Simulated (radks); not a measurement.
Question: All-electron atom: Ce IX in [Kr] 4d10 5s1 5p3 (not the ground configuration). All-electron calculation, scalar-relativistic Kohn-Sham, BLYP, spin-polarised, spherical densities, finite nucleus; open shells are filled with parallel spins first (spin-orbit coupling, left out, can overturn this in heavy ions); Fermi nuclear charge, rms radius 4.8771 fm. Program: a radial shooting solver on a logarithmic mesh with Libxc functionals. Some entries of the table are withheld. Estimate them.

orbital,occ.,eigenvalue (eV),<r> (bohr),<1/r> (bohr^-1)
1s up,1,-40387.96,0.02457,63.34
1s down,1,-40387.56,0.02457,63.34
2s up,1,-6563.982,0.1052,14.60
2s down,1,-6563.759,0.1052,14.60
2p up,3,-5891.579,0.09236,13.83
2p down,3,-5891.259,0.09236,13.83
3s up,1,-1504.238,0.2787,5.300
3s down,1,-1503.890,0.2786,5.300
3p up,3,-1290.362,0.2767,5.019
3p down,3,-1289.978,0.2766,5.019
3d up,5,-986.2906,0.2535,4.761
3d down,5,-985.9239,0.2535,4.761
4s up,1,-393.6605,0.6336,2.226
4s down,1,-392.8870,0.6333,2.226
4p up,3,-323.3166,0.6691,2.059
4p down,3,-322.4957,0.6681,2.060
4d up,5,(1),0.7303,1.810
4d down,5,(2),0.7266,1.817
5s up,1,-139.4225,(3),0.9771
5s down,0,-134.9363,(4),0.9816
5p up,3,-118.0614,(5),0.8890
5p down,0,-113.5652,(6),0.8851

Answer: 
(1) 4d up eigenvalue (eV): -221.8493
(2) 4d down eigenvalue (eV): -220.8002
(3) 5s up <r> (bohr): 1.370
(4) 5s down <r> (bohr): 1.369
(5) 5p up <r> (bohr): 1.493
(6) 5p down <r> (bohr): 1.502
